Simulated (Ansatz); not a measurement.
Si(vinyl)3(NMe2) (C8H15NSi), relaxed as a singlet with RKS PBE-D4/def2-SVP in Ansatz, starting from the GFN2-xTB geometry. Force threshold 0.03 eV/Å.

Start:

```xyz
25

Si   -0.2384    0.0996    0.1702
C    -1.4779    1.2452   -0.6858
C    -1.1744    2.1167   -1.6337
H    -2.5054    1.1879   -0.3482
H    -0.1675    2.2111   -2.0061
H    -1.9086    2.7660   -2.0882
C    -1.1864   -1.3862    0.8748
C    -2.2366   -1.2995    1.6768
H    -0.8373   -2.3771    0.6041
H    -2.6334   -0.3450    1.9840
H    -2.7514   -2.1668    2.0638
C     0.6324    1.0422    1.5587
C     0.5339    0.7544    2.8453
H     1.2325    1.8959    1.2664
H    -0.0566   -0.0786    3.1912
H     1.0294    1.3306    3.6131
N     0.9918   -0.3167   -0.9705
C     2.3204   -0.6945   -0.5601
C     0.6649   -0.8081   -2.2849
H     2.4395   -1.7847   -0.5175
H     2.5295   -0.2853    0.4247
H     3.0548   -0.3030   -1.2712
H    -0.3275   -0.4673   -2.5660
H     1.3884   -0.4317   -3.0147
H     0.6840   -1.9047   -2.3260
```

(1) Estimate the energy that the relaxation releases and the steps that it takes.

(2) Does the start keep its bonding and symmetry?

(3) Predict the relaxed structure.

Results:

(1) 27.5 kJ/mol, in 32 steps; 1.7 min on 2 threads of AMD EPYC 7R13 on a shared host and a share (18 GiB) of an NVIDIA H100 80GB HBM3. The force fell under the threshold at step 29, but the optimiser went on. No frequencies were taken in this run, so the end may be a saddle point.

(2) By distances, no bond broke or formed. The bond that changes most is Si1–N17, from 1.73 to 1.76 Å (atoms count from 1).

(3) 
Cartesian coordinates in Å:
```
Si -0.167 0.207 0.344
C -1.401 1.424 -0.395
C -1.175 2.107 -1.536
H -2.333 1.634 0.164
H -0.254 1.943 -2.123
H -1.886 2.854 -1.932
C -1.104 -1.243 1.100
C -2.405 -1.516 0.870
H -0.530 -1.965 1.715
H -3.038 -0.849 0.256
H -2.906 -2.413 1.277
C 0.845 1.066 1.677
C 0.741 0.797 2.994
H 1.522 1.884 1.364
H 0.070 0.007 3.374
H 1.313 1.354 3.758
N 0.938 -0.302 -0.930
C 2.343 -0.567 -0.694
C 0.411 -0.986 -2.097
H 2.565 -1.657 -0.565
H 2.695 -0.048 0.219
H 2.967 -0.211 -1.549
H -0.663 -0.751 -2.239
H 0.947 -0.670 -3.024
H 0.506 -2.099 -2.027
```
Bond lengths: 3 × C–Si 1.88 Å; 3 × C–C 1.35 Å; 2 × C–N 1.45 Å; 1 × N–Si 1.76 Å; 15 × C–H 1.10 to 1.12 Å.
